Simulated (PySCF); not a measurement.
C₃H₁₀NSi (SMILES C[Si](C)(C)[NH]), doublet, geometry from GFN2-xTB; PySCF with HF/STO-3G.

The PySCF input:
```python
from pyscf import gto, scf

mol = gto.Mole()
mol.atom = '''
    C     0.09145278    1.43502701   -1.27625997
    Si   -0.11033837    0.10496908    0.08008673
    C    -0.61588952   -1.55783745   -0.77093454
    C     1.64718641   -0.34670971    0.75265659
    N    -1.09840910    0.28359537    1.40647931
    H     0.77586539    1.13259566   -2.06436719
    H     0.46877387    2.36238694   -0.85374923
    H    -0.86454839    1.65907343   -1.74176393
    H    -0.71704633   -2.33042702   -0.02163744
    H     0.13382529   -1.85109542   -1.49524138
    H    -1.56632868   -1.42453376   -1.27066024
    H     2.26942421   -0.72556309   -0.04831890
    H     2.10276007    0.53962850    1.17387925
    H     1.55541440   -1.09696630    1.52532797
    H    -1.66103713    1.09728710    1.59718904
'''
mol.basis = 'sto-3g'
mol.spin = 1
mol.verbose = 4
mol.build()

mf = scf.UHF(mol)
mf.kernel()
mf.analyze()
```

It wrote (shortened):

```
PySCF version 2.14.0

[INPUT] verbose = 4
[INPUT] num. atoms = 15
[INPUT] num. electrons = 49
[INPUT] charge = 0
[INPUT] spin (= nelec alpha-beta = 2S) = 1
[INPUT] symmetry False subgroup None
[INPUT] Mole.unit = angstrom
[INPUT] Symbol           X                Y                Z      unit          X                Y                Z       unit  Magmom
[INPUT]  1 C      0.091452780000   1.435027010000  -1.276259970000 AA    0.172820707530   2.711808030253  -2.411781807046 Bohr   0.0
[INPUT]  2 Si    -0.110338370000   0.104969080000   0.080086730000 AA   -0.208509300331   0.198362812748   0.151341985912 Bohr   0.0
[INPUT]  3 C     -0.615889520000  -1.557837450000  -0.770934540000 AA   -1.163862515790  -2.943886127091  -1.456855140568 Bohr   0.0
[INPUT]  4 C      1.647186410000  -0.346709710000   0.752656590000 AA    3.112731191006  -0.655186396627   1.422314820949 Bohr   0.0
[INPUT]  5 N     -1.098409100000   0.283595370000   1.406479310000 AA   -2.075692371730   0.535917579495   2.657860695767 Bohr   0.0
[INPUT]  6 H      0.775865390000   1.132595660000  -2.064367190000 AA    1.466173096629   2.140295607271  -3.901088609638 Bohr   0.0
[INPUT]  7 H      0.468773870000   2.362386940000  -0.853749230000 AA    0.885854228652   4.464264316849  -1.613352223758 Bohr   0.0
[INPUT]  8 H     -0.864548390000   1.659073430000  -1.741763930000 AA   -1.633759678534   3.135194403243  -3.291456801346 Bohr   0.0
[INPUT]  9 H     -0.717046330000  -2.330427020000  -0.021637440000 AA   -1.355021182325  -4.403868821086  -0.040888835637 Bohr   0.0
[INPUT] 10 H      0.133825290000  -1.851095420000  -1.495241380000 AA    0.252893146640  -3.498063374237  -2.825596698317 Bohr   0.0
[INPUT] 11 H     -1.566328680000  -1.424533760000  -1.270660240000 AA   -2.959932226252  -2.691978661597  -2.401199850974 Bohr   0.0
[INPUT] 12 H      2.269424210000  -0.725563090000  -0.048318900000 AA    4.288590217357  -1.371115526193  -0.091309487640 Bohr   0.0
[INPUT] 13 H      2.102760070000   0.539628500000   1.173879250000 AA    3.973640637971   1.019750074010   2.218310285810 Bohr   0.0
[INPUT] 14 H      1.555414400000  -1.096966300000   1.525327970000 AA    2.939307226205  -2.072965874877   2.882452113439 Bohr   0.0
[INPUT] 15 H     -1.661037130000   1.097287100000   1.597189040000 AA   -3.138905258434   2.073572099018   3.018249854757 Bohr   0.0

nuclear repulsion = 237.610203665929
number of shells = 27
number of NR pGTOs = 117
number of NR cGTOs = 39
basis = sto-3g
ecp = {}

******** <class 'pyscf.scf.uhf.UHF'> ********
method = UHF
initial guess = minao
damping factor = 0
level_shift factor = 0
DIIS = <class 'pyscf.scf.diis.CDIIS'>
diis_start_cycle = 1
diis_space = 8
diis_damp = 0
SCF conv_tol = 1e-09
SCF conv_tol_grad = None
SCF max_cycles = 50
direct_scf = True
direct_scf_tol = 1e-13
number electrons alpha = 25  beta = 24
Set gradient conv threshold to 3.16228e-05
init E= -457.520957746077

cycle= 1 E= -457.238876536645  delta_E= 0.282  |g|= 0.33  |ddm|=  3.1
cycle= 2 E= -457.364082905473  delta_E= -0.125  |g|= 0.167  |ddm|= 0.668
cycle= 3 E= -457.389102067789  delta_E= -0.025  |g|= 0.0552  |ddm|= 0.262
cycle= 4 E= -457.395306756138  delta_E= -0.0062  |g|= 0.0141  |ddm|= 0.161
cycle= 5 E= -457.395667468175  delta_E= -0.000361  |g|= 0.00663  |ddm|= 0.0345
cycle= 6 E= -457.395767663145  delta_E= -0.0001  |g|= 0.00341  |ddm|= 0.023
cycle= 7 E= -457.395796599499  delta_E= -2.89e-05  |g|= 0.00104  |ddm|= 0.0165
cycle= 8 E= -457.395799080577  delta_E= -2.48e-06  |g|= 0.000419  |ddm|= 0.00442
cycle= 9 E= -457.395799506552  delta_E= -4.26e-07  |g|= 0.000168  |ddm|= 0.00175
cycle= 10 E= -457.395799563184  delta_E= -5.66e-08  |g|= 4.15e-05  |ddm|= 0.000671
cycle= 11 E= -457.395799566656  delta_E= -3.47e-09  |g|= 1.59e-05  |ddm|= 0.000156
cycle= 12 E= -457.395799567155  delta_E= -5e-10  |g|= 5.31e-06  |ddm|= 6.49e-05
Extra cycle  E= -457.395799567208  delta_E= -5.25e-11  |g|= 3.66e-06  |ddm|= 1.15e-05
converged SCF energy = -457.395799567208  <S^2> = 0.75911088  2S+1 = 2.0090902
**** SCF Summaries ****
Total Energy =                        -457.395799567207973
Nuclear Repulsion Energy =             237.610203665928879
One-electron Energy =                -1103.171265882691841
Two-electron Energy =                  408.165262649554904
Two-electron Coulomb Energy =          454.607088407803587
DFT Exchange-Correlation Energy =      -46.441825758248683
**** MO energy ****
                             alpha | beta                alpha | beta
MO #1   energy= -68.0136984276714  | -68.0148777643828  occ= 1 | 1
MO #2   energy= -15.2643673526116  | -15.2372257052539  occ= 1 | 1
MO #3   energy= -10.994019353341   | -10.9942700371154  occ= 1 | 1
MO #4   energy= -10.9801430336099  | -10.9783063860131  occ= 1 | 1
MO #5   energy= -10.9800536492294  | -10.978212025985   occ= 1 | 1
MO #6   energy= -5.98805161331547  | -5.99014601045518  occ= 1 | 1
MO #7   energy= -4.01409307759038  | -4.01707699434189  occ= 1 | 1
MO #8   energy= -4.01318496151513  | -4.01554658752925  occ= 1 | 1
MO #9   energy= -4.01283820866168  | -4.01441416151758  occ= 1 | 1
MO #10  energy= -1.09935754905293  | -0.976613955261804 occ= 1 | 1
MO #11  energy= -0.916865999662912 | -0.905326419774573 occ= 1 | 1
MO #12  energy= -0.883270099768993 | -0.880643359832377 occ= 1 | 1
MO #13  energy= -0.872303886302357 | -0.867779271591686 occ= 1 | 1
MO #14  energy= -0.628711753924877 | -0.616016147256096 occ= 1 | 1
MO #15  energy= -0.539311098102612 | -0.537057853704662 occ= 1 | 1
MO #16  energy= -0.52922640716335  | -0.527177522863611 occ= 1 | 1
MO #17  energy= -0.525943495308649 | -0.523993659171595 occ= 1 | 1
MO #18  energy= -0.514130991827762 | -0.513279581761049 occ= 1 | 1
MO #19  energy= -0.505872401728697 | -0.500833941568463 occ= 1 | 1
MO #20  energy= -0.496777713171739 | -0.495990033442672 occ= 1 | 1
MO #21  energy= -0.480734408452455 | -0.462491691737554 occ= 1 | 1
MO #22  energy= -0.453543153313165 | -0.374639011301452 occ= 1 | 1
MO #23  energy= -0.393135480576433 | -0.350635219177783 occ= 1 | 1
MO #24  energy= -0.338388719545586 | -0.300370850568941 occ= 1 | 1
MO #25  energy= -0.329793993855116 | 0.284398223158623  occ= 1 | 0
MO #26  energy= 0.456142706934204  | 0.470222046931104  occ= 0 | 0
MO #27  energy= 0.505065396824791  | 0.541445923625576  occ= 0 | 0
MO #28  energy= 0.534781949992764  | 0.547330719490539  occ= 0 | 0
MO #29  energy= 0.54988625089802   | 0.567511328509064  occ= 0 | 0
MO #30  energy= 0.716299811377582  | 0.721947215378812  occ= 0 | 0
MO #31  energy= 0.725511530066908  | 0.727866866093089  occ= 0 | 0
MO #32  energy= 0.729571749109403  | 0.738660109665578  occ= 0 | 0
MO #33  energy= 0.748938466006922  | 0.750971691453575  occ= 0 | 0

To work with the spin densities directly, `use mulliken_meta_spin()` only printing them here.

 ** Mulliken spin pop alpha/beta on meta-lowdin orthogonal AOs **
 ** Mulliken Spin Density (per AO)  **
spin_pop of  0 C 1s       -0.00000
spin_pop of  0 C 2s       -0.00131
spin_pop of  0 C 2px      -0.00001
spin_pop of  0 C 2py      -0.00182
spin_pop of  0 C 2pz      -0.00189
spin_pop of  1 Si 1s       -0.00000
spin_pop of  1 Si 2s        0.00000
spin_pop of  1 Si 3s       -0.02121
spin_pop of  1 Si 2px      -0.00001
spin_pop of  1 Si 2py      -0.00000
spin_pop of  1 Si 2pz      -0.00000
spin_pop of  1 Si 3px      -0.03691
spin_pop of  1 Si 3py      -0.01752
spin_pop of  1 Si 3pz      -0.02834
spin_pop of  2 C 1s       -0.00000
spin_pop of  2 C 2s        0.00952
spin_pop of  2 C 2px       0.00497
spin_pop of  2 C 2py       0.02813
spin_pop of  2 C 2pz       0.00942
spin_pop of  3 C 1s       -0.00000
spin_pop of  3 C 2s        0.00954
spin_pop of  3 C 2px       0.03091
spin_pop of  3 C 2py       0.00514
spin_pop of  3 C 2pz       0.00656
spin_pop of  4 N 1s       -0.00002
spin_pop of  4 N 2s        0.04624
spin_pop of  4 N 2px       0.57354
spin_pop of  4 N 2py       0.17688
spin_pop of  4 N 2pz       0.27855
spin_pop of  5 H 1s       -0.00070
spin_pop of  6 H 1s       -0.00015
spin_pop of  7 H 1s       -0.00015
spin_pop of  8 H 1s       -0.00271
spin_pop of  9 H 1s       -0.00197
spin_pop of  10 H 1s       -0.00326
spin_pop of  11 H 1s       -0.00197
spin_pop of  12 H 1s       -0.00325
spin_pop of  13 H 1s       -0.00273
spin_pop of  14 H 1s       -0.05349
 ** Mulliken Spin Density (per atom)  **
spin density of  0 C =     -0.00503
spin density of  1 Si =     -0.10398
spin density of  2 C =      0.05204
spin density of  3 C =      0.05214
spin density of  4 N =      1.07519
spin density of  5 H =     -0.00070
spin density of  6 H =     -0.00015
spin density of  7 H =     -0.00015
spin density of  8 H =     -0.00271
spin density of  9 H =     -0.00197
spin density of  10 H =     -0.00326
spin density of  11 H =     -0.00197
spin density of  12 H =     -0.00325
spin density of  13 H =     -0.00273
spin density of  14 H =     -0.05349
 ** Mulliken pop alpha/beta on meta-lowdin orthogonal AOs **
 ** Mulliken pop       alpha | beta **
pop of  0 C 1s        0.99989 | 0.99989
pop of  0 C 2s        0.53029 | 0.53160
pop of  0 C 2px       0.51829 | 0.51830
pop of  0 C 2py       0.54450 | 0.54631
pop of  0 C 2pz       0.54177 | 0.54365
pop of  1 Si 1s        1.00000 | 1.00000
pop of  1 Si 2s        0.99994 | 0.99994
pop of  1 Si 3s        0.52730 | 0.54851
pop of  1 Si 2px       0.99951 | 0.99952
pop of  1 Si 2py       0.99949 | 0.99949
pop of  1 Si 2pz       0.99946 | 0.99946
pop of  1 Si 3px       0.33717 | 0.37408
pop of  1 Si 3py       0.35764 | 0.37516
pop of  1 Si 3pz       0.32991 | 0.35825
pop of  2 C 1s        0.99989 | 0.99989
pop of  2 C 2s        0.53372 | 0.52420
pop of  2 C 2px       0.52206 | 0.51709
pop of  2 C 2py       0.57226 | 0.54413
pop of  2 C 2pz       0.53269 | 0.52327
pop of  3 C 1s        0.99989 | 0.99989
pop of  3 C 2s        0.53370 | 0.52416
pop of  3 C 2px       0.57825 | 0.54734
pop of  3 C 2py       0.52082 | 0.51568
pop of  3 C 2pz       0.52809 | 0.52153
pop of  4 N 1s        0.99993 | 0.99995
pop of  4 N 2s        0.80605 | 0.75981
pop of  4 N 2px       0.81177 | 0.23824
pop of  4 N 2py       0.77056 | 0.59368
pop of  4 N 2pz       0.81687 | 0.53831
pop of  5 H 1s        0.48163 | 0.48233
pop of  6 H 1s        0.48640 | 0.48654
pop of  7 H 1s        0.48642 | 0.48657
pop of  8 H 1s        0.48231 | 0.48503
pop of  9 H 1s        0.48479 | 0.48676
pop of  10 H 1s        0.48711 | 0.49037
pop of  11 H 1s        0.48474 | 0.48671
pop of  12 H 1s        0.48712 | 0.49038
pop of  13 H 1s        0.48230 | 0.48503
pop of  14 H 1s        0.42546 | 0.47895
In total            25.00000 | 24.00000
 ** Mulliken atomic charges   ( Nelec_alpha | Nelec_beta ) **
charge of  0C =     -0.27447  (     3.13472      3.13975 )
charge of  1Si =      0.79515  (     6.55043      6.65442 )
charge of  2C =     -0.26919  (     3.16062      3.10857 )
charge of  3C =     -0.26935  (     3.16075      3.10860 )
charge of  4N =     -0.33519  (     4.20519      3.13000 )
charge of  5H =      0.03604  (     0.48163      0.48233 )
charge of  6H =      0.02706  (     0.48640      0.48654 )
charge of  7H =      0.02701  (     0.48642      0.48657 )
charge of  8H =      0.03266  (     0.48231      0.48503 )
charge of  9H =      0.02845  (     0.48479      0.48676 )
charge of  10H =      0.02252  (     0.48711      0.49037 )
charge of  11H =      0.02856  (     0.48474      0.48671 )
charge of  12H =      0.02250  (     0.48712      0.49038 )
charge of  13H =      0.03267  (     0.48230      0.48503 )
charge of  14H =      0.09558  (     0.42546      0.47895 )
Dipole moment(X, Y, Z, Debye): -0.36540,  1.62205, -0.74641
```
